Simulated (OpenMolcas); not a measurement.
**Ir5+ in a point-charge field**

Ir5+ among 6 point charges of -1.7 e arranged as an octahedron (Oh), 2.17 Å from the ion.
```
   2.1700    0.0000    0.0000  -1.70
   0.0000    2.1700    0.0000  -1.70
  -2.1700    0.0000    0.0000  -1.70
   0.0000   -2.1700    0.0000  -1.70
   0.0000    0.0000    2.1700  -1.70
   0.0000    0.0000   -2.1700  -1.70
```

| Item | Value |
| --- | --- |
| Program | OpenMolcas 26.06 |
| Method | CASSCF |
| Basis | ANO-RCC-VDZP [7s6p4d2f] |
| Scalar Hamiltonian | DKH2, point nucleus |
| Active space | 4 electrons in 5 orbitals (5d) |
| State averaging | 2S+1 = 5 even, 5 roots; 2S+1 = 3 even, 45 roots; 2S+1 = 1 even, 50 roots |
| Spin-orbit coupling | state interaction with AMFI integrals over the reference wave functions |

The lowest spin-free states (labels of O, the rotations of Oh), above the lowest:

```csv
State,Degeneracy,E (cm-1),Free-ion L (%)
5E,2,0.0,D (100)
5T2,3,4584,D (100)
3T1,3,17060,H (64)
3E,2,19952,H (96)
3T1,3,21140,H (44)
3T2,3,21418,H (59)
3A2,1,23004,F (100)
3A1,1,23999,G (100)
3T1,3,24768,H (68)
3T2,3,25769,F (48)
3E,2,26147,G (88)
1T2,3,26944,I (56)
3T1,3,27192,G (62)
1E,2,27207,I (86)
1A2,1,29772,I (99)
3T1,3,29901,F (43)
3T2,3,29978,G (82)
1A1,1,30293,I (44)
1T2,3,30310,I (54)
1T1,3,31269,I (57)
```

The lowest levels with spin-orbit coupling:

```csv
E (cm-1),Degeneracy,Label,2S+1
0.0,1,A1,5 (64 %)
5505,3,T1,5 (84 %)
9529,2,E,5
10451,3,T2,5
12390,1,A2,5
14783,3,T2,5 (84 %)
15562,3,T1,5 (81 %)
16896,1,A1,5 (69 %)
17329,2,E,5 (63 %)
17474,3,T1,5 (70 %)
17756,3,T2,5 (60 %)
22476,1,A1,3 (53 %)
24894,3,T2,3 (63 %)
25494,2,E,3 (73 %)
26651,3,T1,3 (74 %)
28305,3,T1,3 (87 %)
29839,1,A1,3 (70 %)
30929,3,T2,3
31551,3,T2,3
31871,2,E,3 (87 %)
```

Powder χT (cm3 K/mol): 0 at 2 K, 0.00163 at 10 K, 0.00817 at 50 K, 0.0163 at 100 K, 0.0327 at 200 K, 0.049 at 300 K. The effective moment at 300 K is 2.828 √(χT) = 0.63 μB.

A least-squares ligand-field fit to the states below 45000 cm-1, each weighted by its degeneracy and with a free common offset, gives 10Dq = 4770 cm-1, B = 940 cm-1 and C = 3910 cm-1 (C/B = 4.16), with an rms deviation of 49 cm-1.

Spin-orbit coupling mixes the spin-free states strongly: the lowest level takes only 35 % from its leading state, 5E. Without dynamic correlation the repulsion within the d shell is too large (B by tens of per cent), so at a given field states of lower spin stand too high. Point charges give a weaker field than real ligands, and real ions of this kind are as a rule low spin; the high spin found here belongs to the model. This field is weak: 10Dq is about 4770 cm-1, while octahedral complexes of 5d ions of charge 3 and more, computed by the same method with explicit ligands, had a median near 35000 cm-1. Ground spin and moment need not be those of a real site. The ground term spreads over less than 5000 cm-1, several times less than with real ligands, so orbital moments are less quenched and χT lies further from the spin-only value than at real sites. Point charges carry no covalency, so the field is a model and not that of real ligands. No measured value stands beside these numbers.
